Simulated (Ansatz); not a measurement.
A run for Ansatz (a first-principles code): U-CCSD(T)/def2-TZVPP on CdH3N (SMILES [NH2][CdH]), a point of a bond scan (R = 1.822 Å). Elements past Kr take the def2 small-core potentials; no spin–orbit coupling.

Ansatz 0.2 input:
```yaml
crystal:
  periodic: [false, false, false]
  atoms:
    - {symbol: Cd, position_ang: [-0.19315055, -0.04077904, -0.22746535]}
    - {symbol: H, position_ang: [-1.31089059, -0.25591019, -1.64968594]}
    - {symbol: N, position_ang: [1.16167798, 0.26842501, 1.25041043]}
    - {symbol: H, position_ang: [1.49906634, -0.57553431, 1.69861765]}
    - {symbol: H, position_ang: [0.84969212, 0.89030603, 1.98723929]}
basis:
  gaussian:
    orbitals: def2-TZVPP
correlation: {method: ccsd_t, electrons: outside_noble_gas}
scf: {omitted_lower_state_checks: [cluster_reference]}
magnetization: {spin_polarized: true, initial_magnetization: 0}
```

It printed:

```
WARN ansatz: RAYON_NUM_THREADS=1 ignored (pool sized by the plan → 1); use --threads N
Functional definition: HF
these checks for a lower state are left out or cut short: cluster_reference
integrals: 0.37 GiB planned
818 factors; integrals over basis functions are off by at most 8.8e-4 eV
mean field: 0.34 GiB planned
mean field evaluation 1: about -6066.2311 eV, gradient 2.8e1 eV
mean field evaluation 2: about -6066.2333 eV, gradient 2.8e1 eV
mean field evaluation 4: about -6069.5493 eV, gradient 1.9e0 eV
mean field evaluation 8: about -6069.5819 eV, gradient 1.8e-4 eV
mean field -6069.58193947 eV, -223.0530221651 hartree, gradient 6.1e-6 eV, S^2 0.000000; 0 other end points of the search recorded, 0 dependent functions left out
5 core orbitals not correlated
reference -6069.58193947 eV, -223.0530221651 hartree; 10, 10 occupied and 114, 114 virtual orbitals, 818 factors
second order -18.59270757 eV of doubles, -0.00000000 eV of singles
coupled cluster: 1.03 GiB planned
cycle   1  -17.60414407 eV  change    9.9e-1 eV  update   9.4e-2
cycle   2  -17.99592591 eV  change   -3.9e-1 eV  update   2.9e-2
cycle   3  -18.08408449 eV  change   -8.8e-2 eV  update   1.8e-2
cycle   4  -18.07081726 eV  change    1.3e-2 eV  update   5.9e-3
cycle   5  -18.06563337 eV  change    5.2e-3 eV  update   2.6e-3
cycle   6  -18.06693231 eV  change   -1.3e-3 eV  update   8.8e-4
cycle   7  -18.06680073 eV  change    1.3e-4 eV  update   3.6e-4
cycle   8  -18.06670513 eV  change    9.6e-5 eV  update   1.4e-4
cycle   9  -18.06678054 eV  change   -7.5e-5 eV  update   6.5e-5
cycle  10  -18.06677898 eV  change    1.6e-6 eV  update   2.0e-5
perturbative correction -0.65028025 eV, -0.0238973583 hartree
Total energy: -6088.29899869 eV, -223.7408614048 hartree
Checks for a lower state left out: cluster_reference
```

Self-consistency was reached.

Cost: about 30 core-seconds (a rough figure).
